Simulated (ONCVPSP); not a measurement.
**Ranking ONCV potentials for cadmium (Cd)**

All share these settings but for the change named:

| Property | Result |
| --- | --- |
| Element | cadmium |
| Generator | ONCVPSP 4.0.1 |
| Type | optimised norm-conserving Vanderbilt (ONCV) |
| Functional | PBEsol |
| Relativity | scalar-relativistic |
| Frozen core | [Ar] 3d10 |
| Valence charge | 20 |
| Reference configuration | 4s2 4p6 4d10 5s1 (charge +1) |
| Partial waves | 4s+5s: rc 1.70 bohr, ncon 3, nbas 6, qcut 8 1/bohr, 2 projectors; 4p: rc 1.05 bohr, ncon 5, nbas 8, qcut 8.5 1/bohr, 1 projector; 4d: rc 1.05 bohr, ncon 5, nbas 9, qcut 15.6 1/bohr, local |
| Local potential | the d channel |
| Core correction | none |

Test errors are all-electron minus pseudo excitation energies from the reference, over 4s2 4p6 4d10 5s2; 4s2 4p6 4d10 5s0; 4s2 4p6 4d9 5s0; 4s2 4p6 4d10 5s1 5p1. None of these files shows a bound ghost.

The base gives 14.1 meV.

Of 8 variants that were run, those that failed, showed a ghost or another fault, or gave nearly equal values are left out.

A variant can come out equal or close to the base, since the largest error may sit in a test that the change hardly touches while other tests move.

(1) Rank these variants by their largest absolute test error, smallest first.
A. d: qcut 12
B. s: qcut 11; p: qcut 11.7; d: qcut 21.5
C. p: qcut 8.2

## Answers

(1) B (8.8 meV), A (12.9 meV), C (14.7 meV).
